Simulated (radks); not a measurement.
The numbers below are computed, except where a source is named.
Problem. Valence configurations of Cl II (all share [Ne]). Code: a radial shooting solver on a logarithmic mesh with Libxc functionals. Model: Dirac Kohn-Sham, LDA (Slater exchange, Perdew-Wang correlation), spin-unpolarised, spherical densities, point nucleus; open shells are shared between the two j in proportion to 2j + 1. Order these by energy: 3s2 3p4; 3p6; 3s1.5 3p4.5; 3s1 3p5.

Solution. From the lowest, in eV above it: 3s2 3p4 0.000; 3s1.5 3p4.5 6.287; 3s1 3p5 12.596; 3p6 25.276. NIST lists [Ne] 3s2 3p4 as the ground configuration; this level of theory agrees among the configurations tried. The energies are those of spherical spin-averaged densities, not of single terms.
